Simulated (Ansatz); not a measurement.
`C=C[N](C)[GeH3]` + `S[Si]S` → `CS[Si]S` + `C=C[NH][GeH3]`  (substitution at a C–N bond)

Isolated molecules relaxed with PBE0-D4/def2-TZVP in Ansatz; ΔE leaves out vibrations. CBS: MP2 limit from def2 TZ/QZ plus the TZ coupled-cluster correction, frozen cores. This one scheme is used for every species. Functionals use def2-TZVPP. For Ge outer-core shells are correlated without core-valence functions, which leaves a few kJ/mol of doubt a bond. Scalar relativity is left out up to krypton. One conformer a species, not always the lowest.

```tsv
level	ΔE (kJ/mol)	difference from CCSD(T)/CBS
PBE0-D4	-14.8	-2.5
PBE	-18.4	-6.1
r2SCAN	-16.0	-3.7
PBE0	-17.1	-4.8
HF/def2-TZVPP	-16.0	-3.7
CCSD/def2-TZVPP	-8.6	3.7
HF/def2-QZVPP	-16.1	-3.8
SCS-MP2/def2-QZVPP	-12.6	-0.3
MP2/CBS(def2)	-13.4	-1.1
CCSD/CBS(def2)	-12.3	0.0
CCSD(T)/CBS	-12.3	0
```

Largest T1 diagnostic among the species: 0.015.

In def2-TZVPP, CCSD(T) changes the Hartree–Fock value by +7.3 kJ/mol (the triples alone add −0.0 kJ/mol) and MP2 by +6.3 kJ/mol. The D4 term adds +4.1 kJ/mol with B3LYP and +2.3 kJ/mol with PBE0; it sums over pairs of atoms, weighted by their polarisabilities, and B3LYP, whose exchange is more repulsive, gets the larger term.

CCSD(T)/CBS has its own doubt, a few kJ/mol and more with outer-core shells, so smaller differences from it don't rank the levels.

B3LYP here is the variant with VWN-RPA as its local correlation; programs differ in this.
